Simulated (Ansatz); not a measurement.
GeO4: single points at one geometry.

```yaml
crystal:
  periodic: [false, false, false]
  atoms:
    - {symbol: Ge, position_ang: [-1.357430, -0.522638, 0.329341]}
    - {symbol: O, position_ang: [1.292931, -0.662508, -0.863740]}
    - {symbol: O, position_ang: [-0.438256, -0.065212, 1.725113]}
    - {symbol: O, position_ang: [1.964845, 0.301327, -0.611360]}
    - {symbol: O, position_ang: [-1.462080, 0.949030, -0.579354]}
basis:
  gaussian: {orbitals: def2-TZVP, initial_orbitals: start.molden}
magnetization: {spin_polarized: true, initial_magnetization: 4}
hamiltonian: {xc: pbe, dispersion: d4}
scf: {omitted_lower_state_checks: [starts]}
output: {orbitals: {seedname: orbitals}}
```

The file start.molden holds the orbitals of an earlier run on this structure, at another level or in another basis.

```sh
$ ansatz run in.yaml --threads 4 --pin off --events-out ev --progress --plain --max-ram 8704MiB
```

Shortened log:

```
Functional definition: PBE
962 factors; their error is unknown
mean field evaluation 1: about -64686.9319 eV, gradient 9.0e0 eV
mean field evaluation 2: about -64687.2348 eV, gradient 5.4e-1 eV
mean field evaluation 4: about -64687.2473 eV, gradient 1.9e-1 eV
mean field evaluation 8: about -64687.2475 eV, gradient 5.7e-5 eV
mean field -64687.24749775 eV, -2377.2124989512 hartree, gradient 1.6e-5 eV, S^2 6.013000; 0 other end points of the search recorded, 0 dependent functions left out
reference -64687.24752681 eV, -2377.2125000190 hartree; 34, 30 occupied and 138, 142 virtual orbitals, 962 factors
Total energy: -64687.35412335 eV, -2377.2164173696 hartree
Checks for a lower state left out: starts
```

Run time 2.4 s (4 threads of Arm Neoverse V1 on a shared host).

First input, but with `hamiltonian: {xc: {name: wB97M-V}}` (abridged; 28 s):

```
Functional definition: wB97M-V
mean field -64698.03580968 eV, -2377.6089621020 hartree, gradient 2.5e-5 eV, S^2 6.025510
Total energy: -64698.03584065 eV, -2377.6089632400 hartree
Checks for a lower state left out: starts
```

The first input with `correlation: {method: mp2}` and without the key `hamiltonian` (abridged; 4.1 s):

```
Functional definition: HF
mean field -64621.11541508 eV, -2374.7821897391 hartree, gradient 1.9e-6 eV, S^2 6.069761
13 core orbitals not correlated: weight in the atoms' cores, before any rotation towards them, 1.000 or more for the frozen orbitals, at most 0.000 for the correlated occupied ones
second order -28.00099296 eV of doubles, -0.00000000 eV of singles
Total energy: -64649.11640805 eV, -2375.8112072508 hartree
Checks for a lower state left out: starts
```

First input, but with `hamiltonian: {xc: r2scan, dispersion: d4}` (abridged; 6 s):

```
Functional definition: r2SCAN
mean field -64699.59451301 eV, -2377.6662433930 hartree, gradient 2.1e-5 eV, S^2 6.028938
Total energy: -64699.62018138 eV, -2377.6671866880 hartree
Checks for a lower state left out: starts
```

As the first input, with `hamiltonian: {xc: pbe0, dispersion: d4}` (abridged; 8.5 s):

```
Functional definition: PBE0
mean field -64687.59069452 eV, -2377.2251111999 hartree, gradient 5.8e-6 eV, S^2 6.027969
Total energy: -64687.68160620 eV, -2377.2284521424 hartree
Checks for a lower state left out: starts
```

The first input with `gaussian: {orbitals: def2-TZVPP, initial_orbitals: start.molden}`, `correlation: {method: ccsd_t}`, `scf: {omitted_lower_state_checks: [starts, cluster_reference]}` and without the key `hamiltonian` (abridged; 5 min):

```
Functional definition: HF
mean field -64621.11541508 eV, -2374.7821897391 hartree, gradient 1.9e-6 eV, S^2 6.069761
13 core orbitals not correlated: weight in the atoms' cores, before any rotation towards them, 1.000 or more for the frozen orbitals, at most 0.000 for the correlated occupied ones
second order -28.00099296 eV of doubles, -0.00000000 eV of singles
cycle   1  -27.59537603 eV  change    4.1e-1 eV  update   1.5e-1
cycle   2  -28.51785235 eV  change   -9.2e-1 eV  update   5.2e-2
cycle   3  -28.74435544 eV  change   -2.3e-1 eV  update   4.5e-2
cycle   4  -28.77112882 eV  change   -2.7e-2 eV  update   3.0e-2
cycle   5  -28.83011564 eV  change   -5.9e-2 eV  update   2.4e-2
cycle   6  -28.88866708 eV  change   -5.9e-2 eV  update   1.3e-2
cycle   7  -28.89628310 eV  change   -7.6e-3 eV  update   6.5e-3
cycle   8  -28.90047542 eV  change   -4.2e-3 eV  update   4.6e-3
cycle   9  -28.90213346 eV  change   -1.7e-3 eV  update   3.3e-3
cycle  10  -28.89728743 eV  change    4.8e-3 eV  update   2.3e-3
cycle  11  -28.90038672 eV  change   -3.1e-3 eV  update   1.6e-3
cycle  12  -28.90121819 eV  change   -8.3e-4 eV  update   8.5e-4
cycle  13  -28.90018515 eV  change    1.0e-3 eV  update   4.7e-4
cycle  14  -28.90071661 eV  change   -5.3e-4 eV  update   2.2e-4
cycle  15  -28.90017790 eV  change    5.4e-4 eV  update   1.2e-4
cycle  16  -28.90027970 eV  change   -1.0e-4 eV  update   5.7e-5
cycle  17  -28.90026782 eV  change    1.2e-5 eV  update   3.3e-5
perturbative correction -1.23491642 eV, -0.0453823414 hartree
Total energy: -64651.25059932 eV, -2375.8896373336 hartree
Checks for a lower state left out: starts, cluster_reference
```

First input, but with `hamiltonian: {xc: {name: r2SCANh}, dispersion: d4}` (abridged; 14 s):

```
Functional definition: r2SCANh
mean field -64698.61856932 eV, -2377.6303781239 hartree, gradient 6.5e-6 eV, S^2 6.033877
Total energy: -64698.64613147 eV, -2377.6313910142 hartree
Checks for a lower state left out: starts
```

Geometry: r2SCAN-D4/def2-SVP.

Correlated methods freeze 13 core orbitals; core or outer-core shells of Ge are correlated, in sets that lack core-valence functions. The structure holds 2 bonds between oxygen atoms, so isomers without such links may lie far lower. In the quintet geometry the species has come apart into loosely held pieces. At PBE0-D4/def2-TZVP a singlet of charge 0 lies 0.95 eV below the quintet, each at its own geometry. The structure comes from a short search, and lower isomers may exist.
